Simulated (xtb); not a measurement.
xtb input (GFN-FF):

```bash
xtb mol.xyz --gfnff --opt tight --chrg 0 --uhf 0
```
mol.xyz:
```
11

C     -1.51871499    -1.16640604    -0.15038214
Al     0.02487090     0.01964729    -0.00185079
N     -0.19051821     1.76861104     0.22637676
N      1.67861614    -0.62601673    -0.07667834
H     -1.30083651    -2.04264203    -0.76606065
H     -2.38066693    -0.65922519    -0.59098061
H     -1.83070666    -1.53418792     0.83144050
H     -1.08770772     2.22449867     0.27500503
H      0.54571463     2.44862479     0.32981356
H      1.89787794    -1.60046250    -0.20906769
H      2.52860804    -0.09174456     0.00831395
```

End of the output:

```
         :::::::::::::::::::::::::::::::::::::::::::::::::::::
         ::                     SUMMARY                     ::
         :::::::::::::::::::::::::::::::::::::::::::::::::::::
         :: total energy              -1.528105260586 Eh    ::
         :: gradient norm              0.000181490791 Eh/a0 ::
         ::.................................................::
         :: bond energy               -1.543214305544 Eh    ::
         :: angle energy               0.000099728183 Eh    ::
         :: torsion energy             0.002270440822 Eh    ::
         :: repulsion energy           0.068303076992 Eh    ::
         :: electrostat energy        -0.051795864855 Eh    ::
         :: dispersion energy         -0.003716211237 Eh    ::
         :: HB energy                 -0.000000016135 Eh    ::
         :: XB energy                  0.000000000000 Eh    ::
         :: bonded atm energy         -0.000052108812 Eh    ::
         :: external energy            0.000000000000 Eh    ::
         :: add. restraining           0.000000000000 Eh    ::
         :: total charge              -0.000000000000 e     ::
         :::::::::::::::::::::::::::::::::::::::::::::::::::::

           -------------------------------------------------
          |                Property Printout                |
           -------------------------------------------------

molecular dipole:
                 x           y           z       tot (Debye)
 q only:       -0.112      -0.086      -0.010       0.359
           -------------------------------------------------
          |                Geometry Summary                 |
           -------------------------------------------------

      molecular mass/u    :       74.0612661
   center of mass at/Å    :        0.0285341       0.0217725       0.0039496
  moments of inertia/u·Å² :        0.9220008E+02   0.9622331E+02   0.1852848E+03
rotational constants/cm⁻¹ :        0.1828375E+00   0.1751928E+00   0.9098227E-01

 * 10 selected distances

     #   Z          #   Z                                           value/Å
     1   6 C        2  13 Al                                      1.9447387 (max)
Note: The following floating-point exceptions are signalling: IEEE_UNDERFLOW_FLAG IEEE_DENORMAL
normal termination of xtb
     2  13 Al       3   7 N                                       1.8568907
     2  13 Al       4   7 N                                       1.8568907
     1   6 C        5   1 H                                       1.0869162
     1   6 C        6   1 H                                       1.0869162
     1   6 C        7   1 H                                       1.0869168
     3   7 N        8   1 H                                       1.0052567
     3   7 N        9   1 H                                       1.0032811 (min)
     4   7 N       10   1 H                                       1.0052567
     4   7 N       11   1 H                                       1.0032811

 * 4 distinct bonds (by element types)

   Z      Z             #   av. dist./Å        max./Å        min./Å
   1 H    6 C           3     1.0869164     1.0869168     1.0869162
   1 H    7 N           4     1.0042689     1.0052567     1.0032811
   6 C   13 Al          1     1.9447387     1.9447387     1.9447387
   7 N   13 Al          2     1.8568907     1.8568907     1.8568907

optimized geometry written to: xtbopt.xyz

           -------------------------------------------------
          | TOTAL ENERGY               -1.528105260586 Eh   |
          | GRADIENT NORM               0.000181490791 Eh/α |
           -------------------------------------------------
########################################################################
[WARNING] Runtime exception occurred
-1- gfnff_setup: Could not read topology file.
########################################################################

------------------------------------------------------------------------
------------------------------------------------------------------------
 total:
 SCF:
 ANC optimizer:
```
